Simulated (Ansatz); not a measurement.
In₂₀ (relaxed from a model of In20 tetrahedron, whose bonding it doesn't keep). Total charge 0; singlet. Geometry PBE-D4/def2-SVP.

```xyz
20

In   -4.654    2.708    1.803
In   -2.779    0.803    3.167
In   -1.095   -1.777    3.486
In    1.628   -3.192    4.328
In   -1.662    3.497    1.178
In   -0.069    0.738    1.902
In    2.529   -1.074    1.842
In    0.703    4.179   -0.684
In    2.604    1.897    0.729
In    3.520    4.034   -1.730
In   -3.262    0.122    0.024
In   -0.748   -1.758    0.299
In    0.918   -3.913    1.495
In   -0.616    1.531   -0.987
In    1.643   -0.501   -1.109
In    1.703    1.864   -3.185
In   -1.796   -0.926   -2.564
In    0.868   -3.636   -1.585
In    1.115   -1.068   -3.997
In   -0.551   -3.529   -4.412
```

In the def2 sets In takes a core potential; there is no spin–orbit coupling. B3LYP takes the VWN-RPA correlation. Single mean-field runs in def2-SVP, def2-TZVP are fitted with def2-universal-jkfit. The restricted singlet is unstable towards broken spin symmetry in Hartree–Fock (as tested in another run); at PBE-D4/def2-SVP, PBE-D4/def2-TZVP, r2SCAN-D4/def2-TZVP, B3LYP-D4/def2-TZVP and others this wasn't settled. Another isomer (singlet) lies 0.34 eV lower at PBE0-D4/def2-TZVP; other spin states weren't run for this one.

Task: Estimate the orbital energies around the gap (eV) in Ansatz with PBE-D4/def2-SVP, PBE-D4/def2-TZVP, r2SCAN-D4/def2-TZVP, B3LYP-D4/def2-TZVP, PBE0-D4/def2-SVP.

Result: 
| orbital | PBE-D4/def2-SVP | PBE-D4/def2-TZVP | r2SCAN-D4/def2-TZVP | B3LYP-D4/def2-TZVP | PBE0-D4/def2-SVP |
| --- | --- | --- | --- | --- | --- |
| HOMO−13 | -6.98 | -6.96 | -7.16 | -7.63 | -7.77 |
| HOMO−12 | -6.78 | -6.76 | -6.95 | -7.39 | -7.50 |
| HOMO−11 | -6.70 | -6.68 | -6.86 | -7.30 | -7.40 |
| HOMO−10 | -5.98 | -5.98 | -6.15 | -6.51 | -6.57 |
| HOMO−9 | -4.89 | -4.87 | -5.09 | -5.24 | -5.47 |
| HOMO−8 | -4.72 | -4.70 | -4.91 | -5.04 | -5.27 |
| HOMO−7 | -4.64 | -4.63 | -4.81 | -4.95 | -5.15 |
| HOMO−6 | -4.60 | -4.59 | -4.77 | -4.91 | -5.11 |
| HOMO−5 | -4.45 | -4.44 | -4.62 | -4.76 | -4.96 |
| HOMO−4 | -4.43 | -4.42 | -4.60 | -4.73 | -4.93 |
| HOMO−3 | -4.29 | -4.28 | -4.46 | -4.58 | -4.78 |
| HOMO−2 | -4.23 | -4.22 | -4.38 | -4.50 | -4.70 |
| HOMO−1 | -4.17 | -4.16 | -4.33 | -4.46 | -4.65 |
| HOMO | -4.16 | -4.15 | -4.32 | -4.45 | -4.64 |
| LUMO | -3.76 | -3.75 | -3.82 | -3.37 | -3.40 |
| LUMO+1 | -3.48 | -3.46 | -3.54 | -3.12 | -3.14 |
| LUMO+2 | -3.37 | -3.36 | -3.43 | -3.01 | -3.01 |
| LUMO+3 | -3.28 | -3.27 | -3.34 | -2.91 | -2.91 |
| LUMO+4 | -2.85 | -2.85 | -2.83 | -2.49 | -2.42 |
| LUMO+5 | -2.84 | -2.84 | -2.82 | -2.48 | -2.41 |
